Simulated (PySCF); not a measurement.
Input for PySCF: R-BP86/6-31G* on H4OSi2 (SMILES O[Si][SiH3]), a point of a torsion scan.

```python
from pyscf import gto, scf, dft, mp
from pyscf.data.elements import chemcore

mol = gto.M(
    atom='''
    O     2.26904774   -0.22675714   -0.00616730
    Si    0.98128509   -1.22594556    0.01000563
    Si   -0.95350620    0.01895551    0.01051726
    H     2.31824218    0.72959589   -0.02603101
    H    -1.27214087    0.95761990   -1.08294961
    H    -1.23729141    0.83404724    1.20803515
    H    -2.03809072   -0.97648756   -0.02969136
    ''',
    basis='6-31g*',
    cart=True,
    charge=0, spin=0, verbose=3, max_memory=1800)
mf = dft.RKS(mol, xc='b88,p86')
mf.conv_tol = 1e-8
mf.max_cycle = 100
mf.kernel()
if not mf.converged:
    mf = mf.newton().run(mf.mo_coeff, mf.mo_occ)
```

Output:

```
converged SCF energy = -656.597201220285
```

The calculation finished and met its thresholds.

Cost: around 6 core-seconds (rough).
